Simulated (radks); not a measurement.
Spherical quantum dot in the effective-mass picture: electrons in a parabolic well V = omega^2 r^2 / 2 with omega = 0.44, with a point charge +2 (a donor) at the centre, all in effective atomic units (hartree* = m*/eps^2 hartree, bohr* = eps/m* bohr), one dielectric constant everywhere. Method: non-relativistic Kohn-Sham, LDA (Slater exchange, Perdew-Wang correlation), spin-polarised, spherical densities; computed with a radial shooting solver with Libxc functionals. Levels are named by radial order and angular momentum (1s, 1p, 1d, 2s, ...), and open shells are averaged over m. Results are scaled to m* = 0.521 and eps = 16.2, for which hartree* = 54.02 meV and bohr* = 1.645 nm.

N = 35, configuration 1s2 1p6 1d10 2s2 1f14 2p(up 1, down 0). This is the lowest configuration that the search found. Occupied and some empty levels:

level    occupation  eigenvalue (meV)  <r> (nm)
1s up             1            427.99     1.624
1s down           1            428.64     1.613
2s up             1            462.29     6.165
2s down           1            462.50     6.192
1p up             3            464.01     5.991
1p down           3            464.34     6.053
1d up             5            473.19     7.105
1d down           5            473.36     7.116
1f up             7            482.70     7.755
1f down           7            482.84     7.754
2p up             1            483.17     6.281
2p down           0            483.77     6.280
3s up             0            484.73     6.626
3s down           0            485.13     6.643
1g up             0            493.12     8.244
1g down           0            493.26     8.240
2d up             0            497.49     7.005
2d down           0            497.88     7.038

Energy (meV): total 9556.99, kinetic 790.21, external 2181.0, Hartree 7158.8, exchange-correlation -572.99.

Electron density:

r (nm)  n(r) (e/nm^3)
1.01          0.08791
2.08          0.01487
3.17         0.008928
4.25         0.009858
5.32          0.01131
6.40          0.01171
7.48         0.009894
8.56         0.006186
9.64         0.002623
10.7        0.0007107
11.8        0.0001199
12.9       0.00001253
14.0        8.192e-07
